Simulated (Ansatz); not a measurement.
A series at Ge: from `[OH][GeH2][O][SiH](O)O`, ligands are replaced one by one, each step taking up H₂ and setting free H₂O; n counts the steps. Ansatz, PBE0-D4/def2-TZVP geometries. Each molecule was computed in one conformer, which needn't be the lowest.

CBS adds triple-zeta CCSD(T) − MP2 to the MP2 limit, frozen cores; atoms without spin–orbit coupling. Outer-core shells of Ge are correlated without core-valence functions. Scalar relativity is left out up to krypton. Spin–orbit coupling is left out.

```
n                  molecule  atomization energy, CCSD(T)/CBS (kJ/mol)
0  `[OH][GeH2][O][SiH](O)O`                                         ?
1      `O[SiH](O)[O][GeH3]`                                    3980.8
2        `O[SiH2][O][GeH3]`                                    3361.5
3         `[SiH3][O][GeH3]`                                    2749.7
```

Task: By hand: fit a straight line y = ȳ + b (n − n̄) to the 3 given rows and predict n = 0.

Result: n̄ = 2.000, ȳ = 3364.00; Σ(n − n̄)(y − ȳ) = -1231.10, Σ(n − n̄)² = 2.000, so b = -615.55 kJ/mol a step. Prediction: 3364.00 + (-615.55) × (-2.000) = 4595.1 kJ/mol.

Task: By hand: compare with the computed value, 4528.7 kJ/mol, and give the steps along the whole series.

Result: The line misses by -66.4 kJ/mol (computed minus predicted). Steps: -547.9, -619.3, -611.8 kJ/mol.

The steps differ by up to 71.4 kJ/mol, small against a whole step but well beyond the method's doubt, so the ligands' effects don't simply add. The miss is 3.7 % of the series' range. The energies themselves are unsure by some kJ/mol a bond, though much of that is common to the series.
